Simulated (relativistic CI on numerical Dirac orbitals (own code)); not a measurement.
# Co⁶⁺: calculation against measurement

Computed by Dirac-Coulomb-Breit CI, KLI orbitals optimised for each configuration, QED by a radiative potential, unscaled Slater integrals (own radial code, finite nucleus).

Configurations in the expansion (outside the closed core [Ne]): 3s²3p⁶3d³, 3s²3p⁵3d⁴, 3s²3p⁶3d²4s, 3s²3p⁶3d²4p, 3s3p⁶3d⁴, 3s²3p⁶3d²4d, 3s²3p⁶3d²5s, 3s²3p⁶3d²4f, 3s²3p⁶3d²5p, 3s²3p⁶3d²5d, 3s²3p⁶3d²5f, 3s²3p⁶3d²5g, 3s²3p⁶3d4s4p, 3s²3p⁶3d4s², 3s²3p⁶4s²4p, 3s²3p⁶4s²4d, 3s²3p⁶4s²5s, 3p⁶3d⁵, 3p⁵3d⁶. Double excitations out of closed p, d and f shells are left out; levels of such configurations are missing from the list, as are those of other unlisted configurations, and high levels can miss mixing partners.

```csv
Configuration,Term (tabulated),J,Measured (cm⁻¹),Computed,Error,Purity (%)
3s²3p⁶3d³,4F,3/2,0.0,0,0,100
3s²3p⁶3d³,4F,5/2,698.0,681,-17,100
3s²3p⁶3d³,4F,7/2,1610.0,1580,-30,100
3s²3p⁶3d³,4F,9/2,2723.0,2657,-66,100
3s²3p⁶3d³,4P,1/2,21096.0,23572,2476,99
3s²3p⁶3d³,4P,3/2,21304.0,23843,2539,97
3s²3p⁶3d³,4P,5/2,22187.0,24732,2545,99
3s²3p⁶3d²4p,4G°,5/2,445761.0,447050,1289,89
3s²3p⁶3d²4p,4F°,3/2,446966.0,448413,1447,92
3s²3p⁶3d²4p,4G°,7/2,447314.0,448645,1331,66
3s²3p⁶3d²4p,4F°,5/2,448051.0,449425,1374,90
3s²3p⁶3d²4p,4G°,9/2,449305.0,450471,1166,84
3s²3p⁶3d²4p,4F°,7/2,449440.0,450752,1312,88
3s²3p⁶3d²4p,4F°,9/2,450989.0,452115,1126,82
3s²3p⁶3d²4p,4D°,3/2,451215.0,453481,2266,66
3s²3p⁶3d²4p,4D° †,1/2,451559.0,453816,2257,88
3s²3p⁶3d²4p,4D° †,7/2,454157.0,453916,-241,56
3s²3p⁶3d²4p,4S°,3/2,465290.0,470097,4807,82
3s²3p⁶3d²4p,4D°,3/2,470375.0,476092,5717,92
3s²3p⁶3d²4p,4D°,5/2,471880.0,477255,5375,86
3s²3p⁶3d²4p,4D°,7/2,474067.0,479269,5202,89
```

Measured levels from Sugar and Corliss, J. Phys. Chem. Ref. Data 10, 1097 (1981); pairs were made by configuration, J and term (by order where the table uses no LS term), so strongly mixed levels may be paired wrongly. Some J values or terms of the table were assigned by a fit.

Mean error by configuration (cm⁻¹): 3s²3p⁶3d³ 1241; 3s²3p⁶3d²4p 2701. Over the excited levels the mean absolute error is 2227 cm⁻¹ (20 of the 24 excited levels that our extract of the source holds in range could be paired, and the others can miss by more), and the median relative error of those above 1,000 cm⁻¹ is 1 %. Some levels of the ground configuration have no partner. † marks terms whose computed intervals miss the measured ones by more than a factor of 2.5, or configurations far off the rest, from wrong mixing, a near crossing or a doubtful label or measurement; they are left out of the means.
